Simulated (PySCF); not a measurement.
Nuclear quadrupole coupling in `O=C[C@@H]1CC=CS1`

C₅H₆OS.
Cartesian coordinates in Å at the GFN2-xTB level; atoms count from 1:
```
atom  x, y, z in Å
O1    -1.6537   -1.6308    0.5117
C2    -1.7106   -0.4423    0.6519
C3    -0.8264    0.5529   -0.0518
C4     0.1243   -0.0927   -1.0591
C5     1.4509   -0.2691   -0.3871
C6     1.5941    0.3216    0.7881
S7     0.1911    1.2096    1.3481
H8    -2.3950    0.0297    1.3806
H9    -1.4114    1.3816   -0.4503
H10    0.2333    0.5231   -1.9556
H11   -0.2837   -1.0633   -1.3563
H12    2.2237   -0.8488   -0.8611
H13    2.4589    0.3290    1.4233
```

Field gradients from the PBE0/pcSseg-1 density (PySCF, non-relativistic), principal values in atomic units, ordered |Vxx| ≤ |Vyy| ≤ |Vzz|:

```tsv
atom	Vxx	Vyy	Vzz
O1	0.4334	1.5352	-1.9686
S7	0.2670	2.4474	-2.7144
```

**Question.** Find the asymmetry η = (Vxx − Vyy)/Vzz and the couplings χ = eQV/h (234.96 MHz × Q in barn × V in au), with Q(17O) = −0.0256 b, Q(33S) = −0.0678 b.

**Answer.** 
| atom | environment | nucleus | η | χzz (MHz) | χxx (MHz) | χyy (MHz) |
| --- | --- | --- | --- | --- | --- | --- |
| O1 | aldehyde oxygen | 17O | 0.56 | 11.84 | -2.61 | -9.23 |
| S7 | sulfide sulfur | 33S | 0.80 | 43.24 | -4.25 | -38.99 |

The tensor is traceless: Vxx + Vyy + Vzz = 0.

**Question.** What is Vzz at O1 in SI units (1 au = 9.71736 × 10²¹ V/m²)?

**Answer.** -1.9686 au = -19.130 × 10²¹ V/m².

**Question.** What couplings would deuterons (Q(2H) = 0.00286 b) have in place of the hydrogens, at this geometry?

**Answer.** 
```csv
atom,bonded to,bond length (Å),Vzz (au),η,χzz (kHz)
H8,C2,1.106,0.2724,0.03,183
H9,C3,1.090,0.3040,0.01,204
H10,C4,1.093,0.3021,0.04,203
H11,C4,1.094,0.2929,0.05,197
H12,C5,1.076,0.3385,0.07,228
H13,C6,1.073,0.3431,0.07,231
```

Geometry: GFN2-xTB, one conformer, isolated molecule. GFN2-xTB bond lengths can be off by several hundredths of an ångström, more for odd bonds, and the gradients follow them. With so small a basis the couplings can be 20 % off.

The run behind these numbers computed NMR shieldings as well. Hardware: x86-64 server, one thread, shared host. Cost: 17 s wall.
